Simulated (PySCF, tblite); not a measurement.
Compound: C₇H₁₃OPSi.
Bonds: C1–C2, C2–C3, C2–C4, C2–C5, C5–O6 (aromatic), O6–C7 (aromatic), C7–P8 (aromatic), P8–C9 (aromatic), C9–Si10, C5–C9 (aromatic). Hydrogens: H11, H12, H13 on C1; H14, H15, H16 on C3; H17, H18, H19 on C4; H20 on C7; H21, H22, H23 on Si10.

Structure optimised with GFN2-xTB, isolated species.

Q: What internal coordinates does the optimisation give?

A: 
```csv
bond,length (bohr)
"C1–C2, C2–C3, C2–C4",2.897
C2–C5,2.859
C5–O6,2.538
O6–C7,2.523
C7–P8,3.218
P8–C9,3.374
C9–Si10,3.554
C5–C9,2.584
C1–H11 and 8 like bonds,2.055
C7–H20,2.034
"Si10–H21, Si10–H22, Si10–H23",2.770
```

Bonds in one row agree within 0.02 bohr and their mean is given. A selection of angles:
```csv
angle,degrees
C1–C2–C3,109.1
C1–C2–C5,109.5
C4–C2–C5,111.0
C2–C5–O6,115.0
C2–C5–C9,130.2
O6–C5–C9,114.8
C5–O6–C7,112.3
O6–C7–P8,115.3
C7–P8–C9,88.0
P8–C9–Si10,118.5
C5–C9–P8,109.7
C5–C9–Si10,131.9
```

Torsions: C1–C2–C5–O6 -15° (synperiplanar). The mirror-image conformer, all signs reversed, is as good.

The C–C distances run from 1.367 Å (C5–C9, aromatic) to 1.535 Å (C2–C3, drawn single), a spread of 0.168 Å. Si10 (SiH3 silicon) is tetrahedral (angles from 107.2° to 111.1°). The 5-membered ring C5–O6–C7–P8–C9 has internal angles of 88.0° to 115.3° (sum 540°, against 540° for a flat polygon); it is planar, 0.00 Å rms from its mean plane, widest ring torsion 0°. O6 (furan-type oxygen) is bent (angle 112.3°). The 2 C–P bonds span 1.703 Å (C7–P8, aromatic) to 1.785 Å (P8–C9, aromatic), a spread of 0.082 Å. Of the pairs four or more bonds apart, Si10···H19 is among the closest relative to their van der Waals radii: 2.72 Å, 83 % of the sum of Bondi's values. P8 (phosphorus bonded to 2 C) is bent (angle 88.0°).

Point group: C1 (no symmetry element, even within 0.4 Å). Its GFN2-xTB frequencies are all real (lowest 45 cm⁻¹).

All values are computed, not measured.
